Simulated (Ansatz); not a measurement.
`F[SiH2][AlH2]` + `OBS` → `F[SiH2]OBS` + `[AlH3]`  (cleavage of the Si–Al bond)

Calculated with Ansatz (gas phase, PBE0-D4/def2-TZVP geometries, no zero-point term in ΔE). CBS: MP2 limit from def2 TZ/QZ plus the TZ coupled-cluster correction, frozen cores. This one scheme is used for every species. DFT in def2-TZVPP. B3LYP here is the variant with VWN-RPA as its local correlation; programs differ in this. Each species was taken in one conformer, which may not be the lowest.

**Question.** Is it downhill or uphill in electronic energy at CCSD(T)/CBS, and by how much? (Best estimate.)

**Answer.** Ansatz gave: Downhill: ΔE = -117.6 kJ/mol.

**Question.** What do these levels give: PBE-D4, ωB97X-V, ωB97M-V, r2SCAN, PBE0, B3LYP, MP2/def2-TZVPP, CCSD/def2-TZVPP, HF/def2-QZVPP, MP2/def2-QZVPP, SCS-MP2/def2-QZVPP, CCSD/CBS(def2)? (An estimate is asked.)

**Answer.** The calculation gave: PBE-D4 -90.7, ωB97X-V -114.6, ωB97M-V -121.5, r2SCAN -110.6, PBE0 -96.0, B3LYP -112.3, MP2/def2-TZVPP -126.8, CCSD/def2-TZVPP -119.4, HF/def2-QZVPP -138.6, MP2/def2-QZVPP -127.5, SCS-MP2/def2-QZVPP -128.4, CCSD/CBS(def2) -119.5 kJ/mol.

Largest T1 diagnostic among the species: 0.013.

From PBE to PBE0 (25 % exact exchange), in def2-TZVPP and without D4, ΔE moves by −9.4 kJ/mol. The D4 term adds −6.7 kJ/mol with B3LYP and −3.7 kJ/mol with PBE0; it sums over pairs of atoms, weighted by their polarisabilities, and B3LYP, whose exchange is more repulsive, gets the larger term. In def2-TZVPP, CCSD(T) changes the Hartree–Fock value by +19.3 kJ/mol (the triples alone add +1.9 kJ/mol) and MP2 by +9.9 kJ/mol.
